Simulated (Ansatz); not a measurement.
Molecule: C7H13 (charge 0, doublet). It need not be the lowest isomer of its formula. SMILES: [CH2]C(C)CCC=C
Geometry from a B3LYP-D3(BJ)/def2-TZVP (Ansatz, a program for electronic structure) optimisation:
```xyz
20

C     -2.5320    -0.8984    -0.7262
C     -1.4417     0.1078    -0.6174
C     -1.9547     1.4232    -0.0207
C     -0.2398    -0.4668     0.1533
C      1.0158     0.4123     0.1183
C      2.1659    -0.2114     0.8455
C      3.3225    -0.5587     0.2961
H     -3.5641    -0.5914    -0.8306
H     -2.3037    -1.9515    -0.8259
H     -1.0811     0.3326    -1.6374
H     -2.2616     1.2784     1.0180
H     -1.1934     2.2030    -0.0451
H     -2.8195     1.7881    -0.5779
H     -0.5375    -0.6423     1.1924
H      0.0106    -1.4456    -0.2649
H      1.2990     0.6076    -0.9203
H      0.7922     1.3822     0.5738
H      2.0092    -0.3987     1.9056
H      3.5205    -0.3936    -0.7574
H      4.1137    -1.0167     0.8758
```
Charge 0, spin multiplicity 2.

Quantity: atomisation energy (electronic, to ground-state atoms), in kcal/mol. Cores are frozen in the correlated levels unless marked. UHF or UKS for open shells. Spin-orbit coupling is left out. Non-relativistic. The coupled-cluster limit lacks core correlation, which all-electron functionals hold. CBS(X,Y): correlation extrapolated as X^-3; Hartree-Fock from the larger set. The bracket is a focal-point correction in the basis named.

| level | program | atomisation energy (kcal/mol) |
|---|---|---|
| PBE0/STO-3G | Ansatz | 2312.1 |
| CAM-B3LYP-D3(BJ)/def2-TZVPD | Ansatz + dftd3 | 1937.7 |
| CAM-B3LYP-D4/def2-TZVPD | Ansatz + dftd4 | 1938.1 |
| PBE-QIDH/def2-TZVPD | Ansatz | (withheld) |
| SCS-MP2/cc-pVTZ | Ansatz | 1898.5 |
| RI-MP2/CBS(cc-pVTZ,cc-pVQZ)+[CCSD(T)-MP2]/cc-pVTZ | Ansatz | 1928.2 |

Question: What belongs in the gaps?

Answer: 
- PBE-QIDH/def2-TZVPD, atomisation energy (kcal/mol): 1923.3
